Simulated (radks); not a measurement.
Values are calculated unless marked as measured or tabulated.
Excited configurations of Tl IV: one electron is placed in a higher orbital outside [Xe] 4f14 5d9. The ground configuration is [Xe] 4f14 5d10. Code: a radial shooting solver on a logarithmic mesh with Libxc functionals. Model: Dirac Kohn-Sham, BLYP, spin-unpolarised, spherical densities, finite nucleus; open shells are shared between the two j in proportion to 2j + 1; Fermi nuclear charge, rms radius 5.4759 fm. Excitation = E - E(ground); binding = E(ion) - E, where the ion is the core of charge +4; n* = 4/sqrt(2 binding) in atomic units, and the quantum defect is n - n*. Eigenvalue and <r> are those of j = l + 1/2.

| outer orbital | excitation (eV) | binding (eV) | n* | quantum defect | eigenvalue (eV) | <r> (bohr) |
|---|---|---|---|---|---|---|
| 5f | 36.183 | 15.433 | 3.756 | 1.244 | -12.359 | 3.586 |
| 6s | 9.787 | 41.829 | 2.281 | 3.719 | -36.671 | 2.149 |
| 6d | 32.366 | 19.249 | 3.363 | 2.637 | -16.251 | 3.701 |
| 6f | 41.377 | 10.238 | 4.611 | 1.389 | -8.744 | 6.555 |
| 7s | 32.146 | 19.469 | 3.344 | 3.656 | -17.230 | 4.319 |
| 7p | 35.628 | 15.988 | 3.690 | 3.310 | -13.874 | 5.123 |
| 7d | 40.026 | 11.590 | 4.334 | 2.666 | -10.072 | 6.587 |
| 7f | 44.476 | 7.140 | 5.522 | 1.478 | -6.235 | 10.17 |

The Delta-SCF ionisation energy is 51.616 eV (NIST Atomic Spectra Database: 51.14 eV, measured). Self-interaction in the functional shifts the binding energies and quantum defects, so they are the method's values and not measured ones. Spin polarisation and multiplet splitting are left out, so open shells lie too high by an amount that depends on their filling. Sharing an open shell by 2j + 1 raises it above the true ground level by a part of the spin-orbit splitting, which enters the differences from NIST.

Beside tabulated values, note that spin-unpolarised runs miss the spin-polarisation part of the exchange energy of open shells.
